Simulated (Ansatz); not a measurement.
A nudged elastic band was laid between two geometries of a periodic cell of 19 atoms, PdC18 (surface graphene monolayer, adsorbate Pd).

The calculation used DFT LDA, scalar-relativistic, plane waves, PAW in Ansatz 0.2.0. Settings: cutoff 420 eV, k mesh 2x2x1, fermi-dirac smearing 0.05 eV, no spin polarisation.

```
movable images  : 6
climbing image  : from the first iteration
spring          : 5.0 eV/Å²
optimiser       : quadratic models (default)
start path      : default
force threshold : 0.05 eV/Å
iteration limit : 37
end points      : relaxed
```

Image 0:

```xyz
19
Lattice="7.3980 0.0000 0.0000 -3.6990 6.4069 0.0000 0.0000 0.0000 11.0000" Properties=species:S:1:pos:R:3
C -0.056 0.000 0.975
C 1.178 0.716 0.980
C -1.301 2.126 1.005
C -0.056 2.839 1.075
C -2.526 4.271 0.959
C -1.301 4.998 1.005
C 2.409 0.001 0.980
C 3.643 0.716 0.975
C 1.189 2.126 1.005
C 2.414 2.852 0.959
C -0.056 4.285 1.075
C 1.189 4.997 1.005
C 4.877 0.001 0.980
C 6.108 0.716 0.980
C 3.643 2.135 0.954
C 4.872 2.852 0.959
C 2.414 4.271 0.959
C 3.643 4.989 0.954
Pd -0.057 3.562 3.036
```

Image 7:

```xyz
19
Lattice="7.3980 0.0000 0.0000 -3.6990 6.4069 0.0000 0.0000 0.0000 11.0000" Properties=species:S:1:pos:R:3
C -0.055 0.001 0.980
C 1.176 0.716 0.980
C -1.289 2.135 0.954
C -0.060 2.852 0.959
C -2.518 4.271 0.959
C -1.289 4.989 0.954
C 2.410 0.000 0.975
C 3.644 0.716 0.980
C 1.165 2.126 1.005
C 2.410 2.839 1.075
C -0.060 4.271 0.959
C 1.165 4.998 1.005
C 4.875 0.001 0.980
C 6.109 0.716 0.975
C 3.655 2.126 1.005
C 4.880 2.852 0.959
C 2.410 4.285 1.075
C 3.655 4.997 1.005
Pd 2.409 3.562 3.036
```

What changes between the two ends?

Contacts lost: C4–Pd19, C11–Pd19. Contacts made: C10–Pd19, C17–Pd19. The atom that moves furthest is Pd19, by 2.47 Å.

Give the energies along the band, and the barrier.

The forces met the threshold. The highest image is number 4 of 0 to 7, 0.097 eV above the ends, which have the same energy within 2 meV. The order of the stationary point at the top wasn't checked. Limits of this set-up: coarse k mesh, slab without dipole correction.

```
image  path coordinate (Å)  energy (eV)  C4–Pd19 (Å)  C11–Pd19 (Å)  C10–Pd19 (Å)
    0                 0.00        0.000         2.09          2.09          3.30
    1                 0.33        0.024         2.10          2.10          3.04
    2                 0.66        0.065         2.14          2.14          2.77
    3                 0.99        0.092         2.23          2.23          2.51
    4                 1.32        0.097         2.40          2.40          2.29
    5                 1.70        0.075         2.69          2.69          2.16
    6                 2.08        0.030         3.00          3.00          2.10
    7                 2.46        0.000         3.30          3.30          2.09
```

What is the geometry of the highest image?


```xyz
19
Lattice="7.3980 0.0000 0.0000 -3.6990 6.4069 0.0000 0.0000 0.0000 11.0000" Properties=species:S:1:pos:R:3:forces:R:3
C -0.057 0.005 0.997 0.02 0.00 0.00
C 1.181 0.713 0.997 0.00 -0.01 0.00
C -1.284 2.138 0.993 0.00 0.01 0.00
C -0.066 2.842 0.998 -0.02 0.00 0.00
C -2.518 4.267 0.995 0.00 0.00 0.00
C -1.284 4.986 0.993 0.00 -0.01 0.00
C 2.420 0.006 0.994 -0.02 -0.01 0.00
C 3.642 0.711 0.997 0.02 0.01 0.00
C 1.180 2.121 1.003 0.00 -0.01 -0.01
C 2.428 2.841 1.006 0.02 0.00 0.00
C -0.066 4.281 0.998 -0.02 0.00 0.00
C 1.180 5.002 1.003 0.00 0.01 -0.01
C 4.880 0.003 0.997 0.00 0.01 0.00
C 6.119 0.711 0.994 -0.02 0.01 0.00
C 3.650 2.136 1.000 0.00 0.01 0.00
C 4.880 2.856 0.995 0.00 0.00 0.00
C 2.428 4.283 1.006 0.02 0.00 0.00
C 3.650 4.987 1.000 0.00 -0.01 0.00
Pd 1.274 3.561 2.854 0.02 0.00 0.01
```

Run time: 3.1 min on 1 thread of Arm Neoverse V2 (shared host), peak memory 0.92 GiB.
